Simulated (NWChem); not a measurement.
Species: CH6OSn; SMILES [CH3][SnH2][OH]

```xyz
9

Sn     0.2946    -0.0341     0.0028
C     -0.8812     1.7632     0.0121
O     -0.9131    -1.6224     0.0620
H      1.2181    -0.2207     1.4306
H      1.2683    -0.1395    -1.4139
H     -1.4907     1.8283    -0.9002
H     -0.2210     2.6415     0.0608
H     -1.5445     1.7650     0.8883
H     -1.3700    -1.7671    -0.7735
```
Atoms are numbered in this order, from 1.

All runs: NWChem. Structure relaxed at the PBE0/def2-SVP (def2 core potentials past Kr) level.

Q: What does the run give for B3LYP/3-21G, non-relativistic? Quantities: highest occupied level (eV); orbital gap (eV); dipole (D).

A: The highest occupied level (eV) comes out as -6.83. The orbital gap (eV) is 7.12 and the dipole (D) comes out as 2.18.
